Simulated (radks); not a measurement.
The numbers below are computed, except where a source is named.
Question: All-electron atom: Os+ in [Xe] 4f14 5d6 6s1. Level of theory: scalar-relativistic Kohn-Sham, PBE, spin-unpolarised, spherical densities, point nucleus (a radial shooting solver on a logarithmic mesh with Libxc functionals). Some entries of the table are withheld. Estimate them.

orbital,occ.,eigenvalue (hartree),<r> (bohr),<1/r> (bohr^-1)
1s,2,-2715.370,0.01773,(1)
2s,2,-473.1441,0.07489,21.18
2p,6,-411.9747,0.06728,19.05
3s,2,-110.3344,0.1939,7.849
3p,6,-92.37695,0.1945,7.212
3d,10,-72.33356,(2),6.804
4s,2,-23.51782,0.4318,3.346
4p,6,-17.62920,0.4594,3.033
4d,10,-10.32261,0.4890,2.707
5s,2,-3.66028,1.006,(3)
4f,14,(4),0.5566,2.241
5p,6,-2.16521,(5),1.127
5d,6,-0.51960,1.754,0.7477
6s,1,-0.48294,2.780,0.4553

Answer: 
(1) 1s <1/r> (bohr^-1): 90.51
(2) 3d <r> (bohr): 0.1762
(3) 5s <1/r> (bohr^-1): 1.335
(4) 4f eigenvalue (hartree): -2.20533
(5) 5p <r> (bohr): 1.170
